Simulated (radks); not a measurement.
Results of a calculation; reference values are marked as such.
Task: Species: Cr. Configuration: [Ar] 3d5 4s1. Level of theory: scalar-relativistic Kohn-Sham, PBE, spin-unpolarised, spherical densities, point nucleus; hard spherical wall at 1.5 bohr (a radial shooting solver on a logarithmic mesh with Libxc functionals). Some entries of the table are withheld. Estimate them.

orbital  occ.  eigenvalue (hartree)  <r> (bohr)  <r^2> (bohr^2)
1s          2             -211.2078     0.06357        0.005436
2s          2             -20.09881      0.2961          0.1038
2p          6             -16.11415      0.2633         0.08569
3s          2               0.62771         (1)          0.7171
3p          6               1.81559      0.8067          0.7224
3d          5               3.72299      0.7882          0.6863
4s          1              10.39749      0.8750          0.8999
4p          0              10.98451      0.8498          0.8647
4d          0              11.13953      0.8078          0.7914
5s          0              25.94376      0.8432             (2)

Result: 
(1) 3s <r> (bohr): 0.8059
(2) 5s <r^2> (bohr^2): 0.8626
